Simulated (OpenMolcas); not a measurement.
# Multiconfigurational calculation on Ge

Input:

```
&GATEWAY
Coord
1

Ge 0.0 0.0 0.0
Basis=ANO-R2
Group=XYZ
NoMove
AngMom=0.0 0.0 0.0
AMFI
&SEWARD
&RASSCF
FileOrb=start.orb
Symmetry=1
Spin=3
nActEl=2 0 0
Inactive=9 6
Ras2=0 3
CIRoot=3 3 1
SDav=3
CIMx=300
Iter=120 100
PrWF=0.3
OrbListing=Nothing
MaxOrb=0
Atom
>>> COPY $Project.JobIph JOB001
&RASSCF
FileOrb=start.orb
Symmetry=1
Spin=1
nActEl=2 0 0
Inactive=9 6
Ras2=0 3
CIRoot=6 6 1
SDav=6
CIMx=300
Iter=120 100
PrWF=0.3
OrbListing=Nothing
MaxOrb=0
Atom
CIOnly
>>> COPY $Project.JobIph JOB002
&RASSI
NrOfJobIphs=2 3 6
1 2 3
1 2 3 4 5 6
IphNames
JOB001
JOB002
EJob
SpinOrbit
DIPRint=1.0
SOCoupling=1000.0
Subsets=2
MEES
Property=10
'ANGMOM' 1 'ANGMOM' 2 'ANGMOM' 3 'MLTPL  1' 1 'MLTPL  1' 2 'MLTPL  1' 3
'AMFI' 1 'AMFI' 2 'AMFI' 3 'MLTPL  2' 6
SOProperty=3
'ANGMOM' 1 'ANGMOM' 2 'ANGMOM' 3
```

Launched by
```bash
OMP_NUM_THREADS=1 MOLCAS_MEM=2252 MOLCAS_PROJECT=a pymolcas a.inp > a.log  # once for each step of the input, in one work folder
```

A driver script runs the steps one by one and writes start.orb anew before each from the orbitals found so far, so a CI-only block uses the converged orbitals of the first block.

Output, cut to the results:

```
--- SEWARD ---
Basis set label: GE.ANO-R...6S5P4D3F1G.

      Electronic valence basis set:
      ------------------
      Associated Effective Charge  32.000000 au
      Associated Actual Charge     32.000000 au
      Nuclear Model: Finite nucleus - Gaussian distribution
        Gaussian exponent, Xi/bohr**(-2):  2.52356E+08

      Shell  nPrim  nBasis  Cartesian Spherical Contaminant
         s      20       6        X
         p      15       5        X
         d       9       4                 X
         f       6       3                 X
         g       4       1                 X
                  Relativistic X2C integrals
                  Atomic mean-field integrals
--- RASSCF ---
Wave function specifications:
      -----------------------------

      Number of closed shell electrons          30
      Number of electrons in active shells       2
      Max number of holes in RAS1 space          0
      Max nr of electrons in RAS3 space          0
      Number of inactive orbitals               15
      Number of active orbitals                  3
      Number of secondary orbitals              53
      Spin quantum number                      1.0
      State symmetry                             1
Orbital specifications:
      -----------------------

      Symmetry species                           1   2
                                                ag  au
      Frozen orbitals                            0   0
      Inactive orbitals                          9   6
      Active orbitals                            0   3
      RAS1 orbitals                              0   0
      RAS2 orbitals                              0   3
      RAS3 orbitals                              0   0
      Secondary orbitals                        26  27
      Deleted orbitals                           0   0
      Number of basis functions                 35  36
      Number of CSFs                             3
      Number of root(s) required                 3
      Iter CI   SX   CI       RASSCF       Energy    max ROT     max BLB   max BLB  Level Ln srch  Step   QN
          iter iter root      energy       change     param      element    value   shift minimum  type update
 Nr of preliminary CI iterations:   1
      Total energies have been shifted. Add                -2000.00 au
        1   1   10    0   -97.10323698    0.00E+00   7.01E-02    9  11 1  6.17E-02*  0.00   0.00    SX    NO
        2   1   11    0   -97.10864316   -5.41E-03*  1.32E-02    5  13 1  3.16E-02*  0.00   0.00    SX    NO
        3   1   11    0   -97.10893558   -2.92E-04*  4.70E-03    8  16 1 -2.52E-02*  0.00   0.00    SX    NO
        4   1   10    0   -97.10905427   -1.19E-04*  3.66E-03    8  16 1  2.10E-02*  0.00   0.00    SX    NO
        5   1   10    0   -97.10913127   -7.70E-05*  1.63E-03    8  16 1 -1.69E-02*  0.00   0.55    LS   YES
        6   1    8    0   -97.10928043   -1.49E-04* -2.01E-04    9  10 1 -2.71E-04*  0.00   1.01    QN   YES
        7   1    6    0   -97.10928054   -1.09E-07* -8.27E-05    9  10 1 -7.91E-05   0.00   1.31    QN   YES
        8   1    4    0   -97.10928055   -8.49E-09   2.38E-06    8  16 1  2.54E-06   0.00   1.01    QN   YES
      Convergence after  8 iterations
        9   1    4    0   -97.10928055   -9.09E-12   2.38E-06    5  18 1 -2.58E-07   0.00   1.01    QN   YES
      Natural orbitals and occupation numbers for root  1
      sym 2:   1.000000   1.000000   0.000000
      Natural orbitals and occupation numbers for root  2
      sym 2:   1.000000   0.000000   1.000000
      Natural orbitals and occupation numbers for root  3
      sym 2:   0.000000   1.000000   1.000000
::    RASSCF root number  1 Total energy:  -2097.10928055
::    RASSCF root number  2 Total energy:  -2097.10928055
::    RASSCF root number  3 Total energy:  -2097.10928055
--- RASSCF ---
Wave function specifications:
      -----------------------------

      Number of closed shell electrons          30
      Number of electrons in active shells       2
      Max number of holes in RAS1 space          0
      Max nr of electrons in RAS3 space          0
      Number of inactive orbitals               15
      Number of active orbitals                  3
      Number of secondary orbitals              53
      Spin quantum number                      0.0
      State symmetry                             1
Orbital specifications:
      -----------------------

      Symmetry species                           1   2
...
--- RASSI ---
SPIN-FREE ENERGIES:
  (Shifted by EMIN (a.u.) =      -2097.1092805487)

 SF State       Relative EMIN(au)   Rel lowest level(eV)    D:o, cm**(-1)      L_eff

     1             0.0000000000        0.0000000000              0.0000         1.0
     2             0.0000000000        0.0000000000              0.0000         1.0
     3             0.0000000000        0.0000000000              0.0000         1.0
     4             0.0391456049        1.0652061760           8591.4672         2.0
     5             0.0391456049        1.0652061760           8591.4672         2.0
     6             0.0391456049        1.0652061760           8591.4672         2.0
     7             0.0391456049        1.0652061760           8591.4672         2.0
     8             0.0391456049        1.0652061760           8591.4672         2.0
     9             0.0978640124        2.6630154400          21478.6680         0.0
     Dipole printing threshold changed to   1.00000000E+00
Eigenvalues of complex Hamiltonian:
   -----------------------------------
  (Shifted by EMIN (a.u.) =      -2097.1092805487)

 SO State       Relative EMIN(au)   Rel lowest level(eV)    D:o, cm**(-1)     J-value

     1            -0.0040161081        0.0000000000              0.0000        -0.0
     2            -0.0018706621        0.0583805593            470.8710         0.9
     3            -0.0018706621        0.0583805593            470.8710         0.7
     4            -0.0018706621        0.0583805593            470.8710         0.7
     5             0.0016838382        0.1551034405           1250.9936         1.1
     6             0.0016838382        0.1551034405           1250.9936         1.8
     7             0.0016838382        0.1551034405           1250.9936         1.2
     8             0.0016838382        0.1551034405           1250.9936         1.8
     9             0.0016838382        0.1551034405           1250.9936         1.8
...
```

The J values that RASSI prints are effective ones from its own formula and need not be integers or half-integers; the table below assigns J from the states.

Levels above the lowest, from the spin-orbit matrix, grouped by J:

```tsv
Configuration	Term	J	E (cm-1)	Measured (cm-1)	g	Term weight %
4s2 4p2	3P	0	0.0	0.0		100
4s2 4p2	3P	1	471	557	1.501	100
4s2 4p2	3P	2	1251	1410	1.499	100
4s2 4p2	1D	2	9514	7125	1.002	100
4s2 4p2	1S	0	22420	16367		100
```

Against the 4 measured excited levels shown (NIST Handbook of Basic Atomic Spectroscopic Data) the mean absolute deviation is 2200 cm-1; the largest miss in energy is 4s2 4p2 1S0: computed 22420, measured 16367 cm-1 (+37.0 %).

Without dynamic correlation excited terms often stand tens of per cent too high (terms of higher spin than the ground term too low), and those without a measured partner can miss by more than the paired ones. Terms from blocks run as CI alone lack orbitals of their own. With the s shell closed, the reference lacks s² → p² mixing. Measured partners are found by configuration, term and J. A level has none where our copy of the source lacks it or the pairing is in doubt (some pairs that miss far off the trend of their configuration count as doubtful), and it then counts in no deviation. Levels of configurations outside the active space are missing.

The RASSCF and RASSI steps took 3.1 s on 1 thread of Intel(R) Xeon(R) Platinum 8488C (Sapphire Rapids) (shared host); the integral step is not counted.

The term weight is that of the spin-free term in the level, not the purity of its configuration.
